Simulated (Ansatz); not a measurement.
Frontier orbitals of C$_{3}$H$_{5}$AlO$_{4}$ (`[OH][Al-]1([OH])[O]C=CC=[O+]1`).

Total charge 0; spin multiplicity 1. The structure was optimised at the PBE0-D4/def2-TZVP level. It is one conformer, not always the lowest. Basis def2-TZVPP, Ansatz 0.2.0.

```
             functional  HOMO (eV)  LUMO (eV)  gap (eV)
                    PBE      -6.54      -3.31      3.23
                   BLYP      -6.42      -3.18      3.24
                   PBE0      -7.88      -2.43      5.45
                  B3LYP      -7.68      -2.65      5.03
HSE06 (plane-wave form)      -7.48      -2.81      4.67
                  BHLYP      -8.89      -1.39      7.50
                LC-ωPBE     -10.41      -0.22     10.19
                ωB97X-V     -10.08      -0.23      9.85
                ωB97M-V     -10.01      -0.29      9.72
```

From PBE to PBE0 the HOMO moves by −1.35 eV and the LUMO by +0.87 eV, and with ωB97M-V by −3.47 and +3.01 eV, so the gap grows from 3.23 to 9.72 eV with exact exchange.

B3LYP here is the variant with VWN-RPA as its local correlation; programs differ in this. LC-ωPBE has ω = 0.4 bohr⁻¹.
